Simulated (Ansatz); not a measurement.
System: trifluoro(isocyanato)silane, CF3NOSi (charge 0, singlet). SMILES: O=C=N[Si](F)(F)F
Coordinates optimised at B3LYP-D3(BJ)/def2-TZVP (Ansatz, a first-principles code):
```xyz
7

O      3.2467    -0.1067    -0.2157
C      2.0996    -0.0895    -0.0398
N      0.9217    -0.0790     0.1757
Si    -0.7376     0.0254     0.0432
F     -1.4002    -0.2320     1.4439
F     -1.1694     1.4519    -0.4580
F     -1.2856    -1.0436    -0.9715
```
Charge 0, spin multiplicity 1.

Quantity: vertical triplet-singlet gap (E(triplet) - E(singlet); each state is the SCF solution reached for its spin), in eV. Valence correlation only, unless marked. UHF or UKS for open shells. No spin-orbit coupling. Non-relativistic. CBS(X,Y): correlation extrapolated as X^-3; Hartree-Fock from the larger set. [CCSD(T)-MP2]/basis is that difference in the basis named.

```
level                    program  vertical triplet-singlet gap (eV)
-----------------------  -------  ---------------------------------
PBE/def2-TZVPD            Ansatz                               6.74
B3LYP/def2-TZVPD          Ansatz                               6.83
RI-MP2/aug-cc-pV(Q+d)Z    Ansatz                               7.87
SCS-MP2/aug-cc-pV(D+d)Z   Ansatz                               7.84
```

Problem. Estimate the value at RI-MP2/CBS(aug-cc-pV(T+d)Z,aug-cc-pV(Q+d)Z)+[CCSD(T)-MP2]/aug-cc-pV(T+d)Z as computed with Ansatz.

Solution. 7.37 eV, so SCS-MP2/aug-cc-pV(D+d)Z differs from it by 0.47 eV.
